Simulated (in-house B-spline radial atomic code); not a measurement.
Radial electron density of Ge VIII (Ge7+), [Ar] 3d7. Computed with a B-spline radial code for spherical atoms: scalar-relativistic (X2C) wB97X, spin-polarised, spherical fractional occupations, Fermi nucleus of rms radius 4.0742 fm.

Caution: exact exchange at fractional occupations of open shells leaves self-interaction of up to several eV.

One-electron X2C: radii and densities carry no picture-change correction, so inner-shell <1/r> comes out high (for 1s by about 2 % at Z = 33, 5 % at 54, 10 % at 75, 30 % at 118) and <r> low.

Columns: r (bohr), 4πr²n(r) (electrons per bohr), bar.

```
 0.00178    1.159 #
 0.00211    1.553 ##
 0.00251    2.085 ##
 0.00299    2.795 ###
 0.00356    3.723 ####
 0.00424    4.932 #####
 0.00504    6.463 ######
   0.006    8.414 ########
 0.00714    10.83 ##########
  0.0085    13.77 #############
  0.0101    17.19 #################
   0.012    21.08 ####################
  0.0143    25.38 #########################
   0.017     29.7 #############################
  0.0203    33.82 #################################
  0.0241    37.04 ####################################
  0.0287    39.03 ######################################
  0.0342    39.35 ######################################
  0.0407    38.01 #####################################
  0.0484    35.53 ##################################
  0.0576    32.96 ################################
  0.0686    31.74 ###############################
  0.0816    33.01 ################################
  0.0971    36.87 ####################################
   0.116    42.03 #########################################
   0.138    45.53 ############################################
   0.164    44.91 ###########################################
   0.195    39.46 ######################################
   0.232    31.23 ##############################
   0.276    24.28 #######################
   0.328    21.82 #####################
   0.391    23.76 #######################
   0.465    26.61 ##########################
   0.553    26.53 ##########################
   0.659    22.08 #####################
   0.784    15.08 ###############
   0.933    8.394 ########
    1.11    3.741 ####
    1.32    1.292 #
    1.57   0.3436 
    1.87  0.06962 
    2.23 0.009905
```

On this grid the curve has 3 maxima, near 0.0342, 0.138, 0.465 bohr.

The 3d down radial function P(r) = rR(r), positive near the nucleus:

| r (bohr) | P |
| --- | --- |
| 0.0143 | 0.001314 |
| 0.0203 | 0.003474 |
| 0.0287 | 0.008896 |
| 0.0407 | 0.02227 |
| 0.0576 | 0.05314 |
| 0.0816 | 0.1199 |
| 0.116 | 0.2518 |
| 0.164 | 0.4718 |
| 0.232 | 0.7761 |
| 0.328 | 1.085 |
| 0.465 | 1.248 |
| 0.659 | 1.129 |
| 0.933 | 0.7693 |
| 1.32 | 0.3566 |
| 1.87 | 0.09892 |
